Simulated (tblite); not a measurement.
C4H2FNO2 (charge -1 and doublet state).
SMILES with atom numbers: `[N-:1]=[C:2]/[C:3](=[CH:4]/[F:5])[O:6][CH:7]=[O:8]` (hydrogens: H9 on C4; H10 on C7)

Structure used (GFN2-xTB), in Å, numbered top down from 1:
```
atom  x, y, z in Å
N1    -0.5766    2.5522    0.0632
C2    -0.4438    1.3945    0.0523
C3    -0.4508    0.0148   -0.0114
C4    -1.6765   -0.6652    0.1307
F5    -1.7486   -1.9989   -0.2672
O6     0.7034   -0.7537   -0.0528
C7     1.9148   -0.2405    0.0311
O8     2.2499    0.9249    0.1722
H9    -2.6031   -0.1497   -0.0770
H10    2.6401   -1.0737   -0.0637
```

Method: GFN2-xTB as coded in tblite; computed harmonic values from a numerical Hessian at the method's own geometry, unscaled. Against measured fundamentals such values can be off by several per cent, at times by over 20. One conformer, not necessarily the lowest. Open shells enter through the occupations alone, without spin polarisation, and single modes of such species can be off by tens of per cent.

Harmonic wavenumbers (cm⁻¹): 41.6, 110.7, 127.3, 158.4, 222.1, 267.8, 370.0, 441.8, 458.5, 538.0, 566.9, 759.2, 769.8, 791.5, 1000.0, 1077.5, 1197.7, 1239.1, 1374.3, 1441.0, 1696.8, 2252.2, 2732.3, 3046.8.

A = 3061, B = 1651, C = 1077 MHz; mass 115.007 u (most abundant isotopes); point group C1, symmetry number 1; spin multiplicity 2.

Task: Zero-point energy?

Result: Half the sum of the wavenumbers: 11341 cm⁻¹ = 135.66 kJ/mol.

Task: Give the ideal-gas entropy at 298.15 K and 1 bar in the rigid-rotor, harmonic-oscillator model (classical rotation).

Result: Translation 168.03, rotation 119.12, vibration 93.16, spin (R ln 2) 5.76: S = 386.1 J/(mol K).

Task: And Cp and H(298.15 K) − H(0)?

Result: Cp = 121.98 J/(mol K), of which vibrations give 88.72 (their classical limit is 24 R = 199.5); H(298.15 K) − H(0) = 24.31 kJ/mol without the zero-point energy, 14.40 from vibrations.

Task: What must be added to the electronic energy to get the Gibbs energy at 298.15 K and 1 bar?

Result: ZPE + [H(298.15 K) − H(0)] − T·S = 135.66 + 24.31 − 115.11 = 44.86 kJ/mol.

Task: Blend soft modes into free rotors: weight 1/[1 + (100 cm⁻¹/ν̃)⁴] for the oscillator and the rest for a rotor with moment μB/(μ + B), μ = h/(8π²ν), B = 10⁻⁴⁴ kg m². What vibrational entropy results?

Result: 85.96 J/(mol K) in place of 93.16, which changes −T·S at 298.15 K by +2.15 kJ/mol.

Task: Which modes carry the vibrational entropy at 298.15 K?

Result: 41.6 cm⁻¹: 21.68; 110.7 cm⁻¹: 13.63; 127.3 cm⁻¹: 12.50; 158.4 cm⁻¹: 10.75; 222.1 cm⁻¹: 8.12; 267.8 cm⁻¹: 6.74 J/(mol K); the other 18 give 19.75 together.

Hindered rotation and anharmonicity are outside this model. Other conformers, if any are populated, would add a mixing term that is left out. The structure is chiral; the term R ln 2 for an equal mix with its mirror image is left out.
